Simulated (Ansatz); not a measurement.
Program: Ansatz. Geometries: PBE0-D4/def2-TZVP. ΔE: electronic, gas phase. CBS: MP2 limit from def2 TZ/QZ plus the TZ coupled-cluster correction, frozen cores. DFT in def2-TZVPP. B3LYP here is the variant with VWN-RPA as its local correlation; programs differ in this. For Br, Ge outer-core shells are correlated without core-valence functions, which leaves a few kJ/mol of doubt a bond. Scalar relativity is left out up to krypton. One conformer a species, not always the lowest.

Consider the cleavage of the Ge–Si bond: `[Cl][GeH2][SiH2]Br` + `F[Si](F)(S)Cl` → `F[Si](F)(Cl)[S][GeH2][Cl]` + `[SiH3]Br`.

CCSD(T)/CBS gives -39.5 kJ/mol.

Another level gave -44.7 kJ/mol. Which?
A. CCSD/def2-TZVPP
B. HF/def2-TZVPP
C. B3LYP/def2-TZVPP
D. PBE/def2-TZVPP

B. HF/def2-TZVPP -44.7, CCSD/def2-TZVPP -38.7, B3LYP -33.2, PBE -28.4 kJ/mol.

Largest T1 diagnostic among the species: 0.011.

From PBE to PBE0 (25 % exact exchange), in def2-TZVPP and without D4, ΔE moves by −3.4 kJ/mol. The D4 term adds −7.4 kJ/mol with B3LYP and −4.2 kJ/mol with PBE0; it sums over pairs of atoms, weighted by their polarisabilities, and B3LYP, whose exchange is more repulsive, gets the larger term.
